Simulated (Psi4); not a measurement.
C2H6Cl2Sn (SMILES [CH3][Sn]([CH3])([Cl])[Cl]), singlet, at a GFN2-xTB geometry (such geometries of metal compounds can be far from the true shape) (core potentials on Sn).

Here is a job for Psi4.
```
memory 2 GB

molecule {
0 1
  C     1.79207029   -1.53192300    0.12724748
  Sn   -0.01776939   -0.26789026   -0.04892630
  C    -1.96952399   -1.14631043   -0.61732907
  Cl    0.46002467    1.43153069   -1.57284646
  Cl   -0.30999855    0.83178772    1.98671197
  H     1.58174478   -2.36299557    0.78922013
  H     2.58869576   -0.92155450    0.53705758
  H     2.06721688   -1.89191780   -0.85649296
  H    -2.67841727   -0.33566266   -0.74157181
  H    -2.29924580   -1.81176801    0.17102600
  H    -1.85724662   -1.68860129   -1.54814853
}

set basis def2-sv(p)

energy('pbe0')
print_variables()
```

Problem. Give the nuclear repulsion energy at the level PBE0/def2-SV(P) run with Psi4.

Solution. 415.0588 Eh

Problem. Estimate the dipole moment that PBE0/def2-SV(P) returns for this input.

Solution. 3.69 D

Problem. What is the computed total energy (PBE0/def2-SV(P))?

Solution. -1213.855947 Ha

Problem. Give the number of basis functions at the level PBE0/def2-SV(P).

Solution. 102

Problem. Roughly what does it cost on one core?

Solution. around 17 core-seconds (rough).
